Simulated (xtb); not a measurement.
C6H11FO, singlet, from a rough starting geometry; GFN2-xTB in xtb 6.7.1.

Input for xtb:
```
$ xtb mol.xyz --gfn 2 --opt vtight --json

# file mol.xyz
19

C     -1.25784661    -0.49402808     1.36938245
C     -0.86525971     0.42977537     0.16443768
C     -1.68181819     1.48662747    -0.18200699
F     -1.40606049     2.26926842    -1.16449684
C      0.32735298     0.08283666    -0.59550338
C      0.17446523    -1.06738140    -1.56813707
C      1.65595483    -0.00237566     0.23553597
O      1.98451067     1.19330496     1.01851849
H     -0.54354644    -0.37131276     2.12523598
H     -2.19925741    -0.23552639     1.74292506
H     -1.30579091    -1.58485024     0.99977925
H     -2.57042233     1.74813110     0.38905822
H      0.55534414     0.91635745    -1.25967394
H      0.06517557    -1.95324692    -0.93287003
H      1.10229609    -1.24915632    -2.14584262
H     -0.68425769    -1.02941353    -2.12802583
H      2.54124473    -0.24734239    -0.35900323
H      1.52097319    -0.82260379     1.05650420
H      2.73851093     0.98096920     1.50149479
```

Q: What does xtb print? Leave out banner, timings and long lists.

A: 
```
   ID    Z sym.   atoms
    1    6 C      1-3, 5-7
    2    9 F      4
    3    8 O      8
    4    1 H      9-19

           -------------------------------------------------
          |                Calculation Setup                |
           -------------------------------------------------

           -------------------------------------------------
          |                 G F N 2 - x T B                 |
           -------------------------------------------------

          ...................................................
          :                      SETUP                      :
          :.................................................:
          :  # basis functions                  43          :
          :  # atomic orbitals                  43          :
          :  # shells                           27          :
          :  # electrons                        48          :
          :  max. iterations                   250          :
          :  Hamiltonian                  GFN2-xTB          :
          :  restarted?                      false          :
          :  GBSA solvation                  false          :
          :  PC potential                    false          :
          :  electronic temp.          300.0000000     K    :
          :  accuracy                    1.0000000          :
          :  -> integral cutoff          0.2500000E+02      :
          :  -> integral neglect         0.1000000E-07      :
          :  -> SCF convergence          0.1000000E-05 Eh   :
          :  -> wf. convergence          0.1000000E-03 e    :
          :  Broyden damping             0.4000000          :
          :  net charge                          0          :
          :  unpaired electrons                  0          :
          ...................................................

 iter      E             dE          RMSdq      gap      omega  full diag
   1    -27.4654283 -0.274654E+02  0.364E+00    4.64       0.0  T
   2    -27.4923002 -0.268719E-01  0.218E+00    4.54       1.0  T
   3    -27.4792159  0.130843E-01  0.147E+00    4.60       1.0  T
   4    -27.5033317 -0.241158E-01  0.533E-01    4.54       1.0  T
   5    -27.5060023 -0.267060E-02  0.939E-02    4.54       1.0  T
   6    -27.5060356 -0.332931E-04  0.433E-02    4.53       1.0  T
   7    -27.5060393 -0.362063E-05  0.151E-02    4.53       1.5  T
   8    -27.5060394 -0.173174E-06  0.536E-03    4.53       4.3  T
[...]
 * total energy  :   -27.2260238 Eh     change       -0.7325158E-06 Eh
 * total energy  :   -27.2260244 Eh     change       -0.6366657E-06 Eh
 * total energy  :   -27.2260250 Eh     change       -0.5520077E-06 Eh
 * total energy  :   -27.2260254 Eh     change       -0.4690459E-06 Eh
 * total energy  :   -27.2260259 Eh     change       -0.4354228E-06 Eh
 * total energy  :   -27.2260263 Eh     change       -0.3915910E-06 Eh
 * total energy  :   -27.2260266 Eh     change       -0.3684192E-06 Eh
 * total energy  :   -27.2260270 Eh     change       -0.3376444E-06 Eh
 * total energy  :   -27.2260273 Eh     change       -0.3125587E-06 Eh
 * total energy  :   -27.2260276 Eh     change       -0.2850699E-06 Eh
 * total energy  :   -27.2260278 Eh     change       -0.2604719E-06 Eh
 * total energy  :   -27.2260278 Eh     change       -0.2216439E-08 Eh
   *** GEOMETRY OPTIMIZATION CONVERGED AFTER 44 ITERATIONS ***
         :: total energy             -27.226027816762 Eh    ::
[...]
     #   Z sym  total        # sym  WBO       # sym  WBO       # sym  WBO
 ---------------------------------------------------------------------------
     1   6 C    3.995 --     2 C    1.027    10 H    0.984    11 H    0.972
                             9 H    0.966
     2   6 C    3.988 --     3 C    1.849     1 C    1.027     5 C    0.997
     3   6 C    3.869 --     2 C    1.849    12 H    0.960     4 F    0.957
     4   9 F    1.082 --     3 C    0.957
     5   6 C    3.993 --     2 C    0.997     6 C    0.992     7 C    0.987
                            13 H    0.962
     6   6 C    3.995 --     5 C    0.992    16 H    0.986    14 H    0.986
                            15 H    0.985
     7   6 C    3.957 --     8 O    0.995     5 C    0.987    17 H    0.972
                            18 H    0.968
     8   8 O    1.953 --     7 C    0.995    19 H    0.905
     9   1 H    0.995 --     1 C    0.966
    10   1 H    0.998 --     1 C    0.984
    11   1 H    0.997 --     1 C    0.972
    12   1 H    0.998 --     3 C    0.960
    13   1 H    0.996 --     5 C    0.962
    14   1 H    0.999 --     6 C    0.986
    15   1 H    0.998 --     6 C    0.985
    16   1 H    0.997 --     6 C    0.986
    17   1 H    0.999 --     7 C    0.972
    18   1 H    1.000 --     7 C    0.968
    19   1 H    0.918 --     8 O    0.905
 ---------------------------------------------------------------------------

Topologies differ in total number of bonds
Writing topology from bond orders to xtbtopo.mol

molecular dipole:
                 x           y           z       tot (Debye)
 q only:        0.386      -1.014       0.531
   full:        0.564      -1.180       0.639       3.700
molecular quadrupole (traceless):
                xx          xy          yy          xz          yz          zz
 q only:        4.656       1.343      -5.256      -1.198       2.585       0.600
  q+dip:        8.212      -0.028      -7.095      -1.135       2.002      -1.117
   full:        7.631       0.628      -6.989      -0.698       2.714      -0.642

optimized geometry written to: xtbopt.xyz

           -------------------------------------------------
          | TOTAL ENERGY              -27.226027816762 Eh   |
          | GRADIENT NORM               0.000038363385 Eh/α |
          | HOMO-LUMO GAP               5.069182971402 eV   |
           -------------------------------------------------

normal termination of xtb
```
